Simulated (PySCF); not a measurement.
W⁶²⁺ (tungsten, charge +62): Hartree-Fock from Schrödinger to Dirac-Coulomb-Breit

Occupied: 1s1/2, 2s1/2, 2p1/2, 2p3/2, 3s1/2. Hartree-Fock calculated with PySCF 2.14 in an uncontracted even-tempered set (19 s from 8.8 bohr⁻², ratio 2.3; 16 p from 11 bohr⁻², ratio 2.3), Gaussian nucleus throughout. NR is non-relativistic, sf-X2C the spin-free one-electron X2C Hamiltonian, X2C adds the bare one-electron spin-orbit term, X2C-SNSO screens it by Boettger's factors, DC is four-component Dirac-Coulomb, and the Gaunt and Breit terms are added at first order (total energies over the DC spinors, levels after relaxing the spinors in that mean field). QED terms are absent. Levels marked empty are virtual spinors of this ion; the basis has s and p functions only, so 3d, which can lie below the n = 4 levels, is absent.

| Hamiltonian | E (hartree) | E − E(DC) (hartree) | CPU seconds |
| --- | --- | --- | --- |
| NR | -10799.3079 | 794.1368 | 0.41 |
| sf-X2C | -11572.8161 | 20.6287 | 0.3 |
| X2C | -11588.8031 | 4.6416 | 0.3 |
| X2C-SNSO | -11587.8847 | 5.5600 | 0.31 |
| DC | -11593.4447 | 0.0000 | 16 |
| DC+Gaunt | -11578.7091 | 14.7357 | 29 |
| DC+Breit | -11580.0016 | 13.4431 | 91 |

| level (eV) | NR | sf-X2C | X2C | X2C-SNSO | DC | DC+Gaunt | DC+Breit |
| --- | --- | --- | --- | --- | --- | --- | --- |
| 1s1/2 | -69434.4 | -75180.7 | -75164.0 | -75164.9 | -75254.5 | -75015.3 | -75031.2 |
| 2s1/2 | -15538.5 | -17182.4 | -17178.3 | -17178.5 | -17191.3 | -17164.9 | -17166.9 |
| 2p1/2 | -15139.3 | -15684.1 | -16715.3 | -16682.3 | -16690.9 | -16645.3 | -16649.8 |
| 2p3/2 | -15139.3 | -15684.1 | -15272.6 | -15283.1 | -15291.9 | -15261.5 | -15266.0 |
| 3s1/2 | -6486.6 | -7005.5 | -7004.8 | -7004.8 | -7007.9 | -7000.8 | -7001.7 |
| 3p1/2 (empty) | -6253.0 | -6470.3 | -6740.9 | -6732.4 | -6734.6 | -6722.9 | -6724.5 |
| 3p3/2 (empty) | -6253.0 | -6470.3 | -6360.6 | -6363.4 | -6365.3 | -6357.6 | -6359.1 |
| 4s1/2 (empty) | -3492.2 | -3709.4 | -3709.2 | -3709.2 | -3710.4 | -3707.7 | -3708.1 |

```
interval (eV)    X2C  X2C-SNSO     DC  DC+Gaunt  DC+Breit
2p3/2 − 2p1/2   1443      1399   1399      1384      1384
3p3/2 − 3p1/2  380.3     368.9  369.3     365.4     365.4
```

Weight of the small component: 1s1/2 0.0780, 2s1/2 0.0182, 2p1/2 0.0181, 2p3/2 0.0165, 3s1/2 0.00713, 3p1/2 0.00700, 3p3/2 0.00658, 4s1/2 0.00367.

Koopmans' value for the highest occupied level at DC+Breit: 7001.7 eV, against an ionisation energy of 7000 ± 7 eV (semi-empirical (NIST evaluation); NIST Atomic Spectra Database, ionization energies); the former lacks relaxation, correlation, QED and recoil.

The whole ladder took 140 s of wall time on 1 thread of Intel(R) Xeon(R) Platinum 8488C (shared host), launched as `OMP_NUM_THREADS=1 python relrun2.py TASK.json OUT` (a driver that calls PySCF for each Hamiltonian).
